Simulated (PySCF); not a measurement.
Electron correlation in Xe⁺ (xenon, charge +1)

[Kr] 4d10 5s2 5p5, 2P determinant. All numbers are calculated (PySCF 2.14, a scalar-relativistic core potential, in def2-TZVP with the def2 core potential (28 electrons) (6s5p3d2f, 50 functions)). Frozen: 4s2 4p6 4d10; 7 electrons correlated.

MP2 pair energies summed by pair of shells (mhartree):

```json
{"pair": "5p-5p", "energy": "-71.82", "share (%)": "62.0"}
{"pair": "5s-5p", "energy": "-37.44", "share (%)": "32.3"}
{"pair": "5s-5s", "energy": "-6.54", "share (%)": "5.6"}
```

Total MP2 correlation energy: -115.80 mhartree.

Same-spin part -26.10 and opposite-spin part -89.70 mhartree; SCS-MP2 scales them by 1/3 and 6/5 to -116.34 mhartree.

```csv
level,correlation energy (mhartree)
CCSD,-134.44
(T),-3.56
CCSD(T),-138.00
```

Diagnostics: T1 = 0.0060, D1 = 0.0194, largest double amplitude 0.046.

Is a single reference adequate?

Yes, within this model without spin-orbit coupling: T1 lies below 0.03 and no double amplitude reaches 0.07.
